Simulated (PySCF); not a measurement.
# How methods differ on the excitation energy of As

As [Ar] 3d10 4s2 4p3 (4S) → As [Ar] 3d10 4s1 4p4 (4P), as a difference of total energies. Calculation: PySCF 2.14, in aug-cc-pVDZ-DK (6s5p3d, 36 functions); the spin-free X2C one-electron Hamiltonian (Gaussian nucleus). Correlated levels: valence: [Ar] 3d10 frozen. The calculations carry no spin-orbit coupling.

```tsv
method	excitation energy (cm⁻¹)
UHF	69833
LDA	75031
PBE	73820
PBE0	73330
r2SCAN	71378
B3LYP	74099
B2PLYP	72437
wB97X-V	74067
TPSSh	72736
MP2 (valence)	69923
SCS-MP2 (valence)	69837
```

A first-order spin-orbit estimate (lowest level to lowest level, LS coupling) adds -0.087 eV.
